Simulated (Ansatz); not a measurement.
CH$_{8}$BNSi, SMILES `CB[SiH2]N`. Total charge 0; spin multiplicity 1. The structure was optimised at the PBE0-D4/def2-TZVP level. It is one conformer, not always the lowest.

```xyz
12

C     1.652   -0.841   -1.040
B     0.267   -0.789   -0.335
Si   -0.484    0.898    0.465
N    -1.890    0.574    1.413
H     2.292    0.035   -0.923
H     1.441   -0.961   -2.115
H     2.213   -1.743   -0.771
H    -0.392   -1.797   -0.339
H    -0.696    1.851   -0.680
H     0.512    1.579    1.344
H    -2.372    1.318    1.891
H    -2.541   -0.124    1.091
```

**Question.** What is the dipole moment at B3LYP/def2-TZVPP? (An estimate is asked.)

**Answer.** Ansatz gave: 0.82 D, with components (-0.57, -0.43, -0.40) D in this frame, pointing from negative to positive charge.

**Question.** And with PBE, r2SCAN, ωB97M-V? (Best estimate.)

**Answer.** Ansatz gave: PBE 0.79 D, r2SCAN 0.81 D, ωB97M-V 0.84 D.

**Question.** Give the Mulliken charges with B3LYP, PBE, r2SCAN in def2-TZVPP. (An estimate is asked.)

**Answer.** Computed: 
```json
{"atom": "C1", "B3LYP": "-0.29", "PBE": "-0.31", "r2SCAN": "-0.21"}
{"atom": "B2", "B3LYP": "0.05", "PBE": "0.05", "r2SCAN": "0.06"}
{"atom": "Si3", "B3LYP": "0.28", "PBE": "0.21", "r2SCAN": "0.35"}
{"atom": "N4", "B3LYP": "-0.41", "PBE": "-0.39", "r2SCAN": "-0.46"}
{"atom": "H5", "B3LYP": "0.10", "PBE": "0.10", "r2SCAN": "0.06"}
{"atom": "H6", "B3LYP": "0.09", "PBE": "0.11", "r2SCAN": "0.07"}
{"atom": "H7", "B3LYP": "0.10", "PBE": "0.11", "r2SCAN": "0.07"}
{"atom": "H8", "B3LYP": "0.03", "PBE": "0.01", "r2SCAN": "-0.01"}
{"atom": "H9", "B3LYP": "-0.12", "PBE": "-0.10", "r2SCAN": "-0.13"}
{"atom": "H10", "B3LYP": "-0.10", "PBE": "-0.08", "r2SCAN": "-0.10"}
{"atom": "H11", "B3LYP": "0.13", "PBE": "0.14", "r2SCAN": "0.14"}
{"atom": "H12", "B3LYP": "0.13", "PBE": "0.14", "r2SCAN": "0.15"}
```

B3LYP here is the variant with VWN-RPA as its local correlation; programs differ in this.
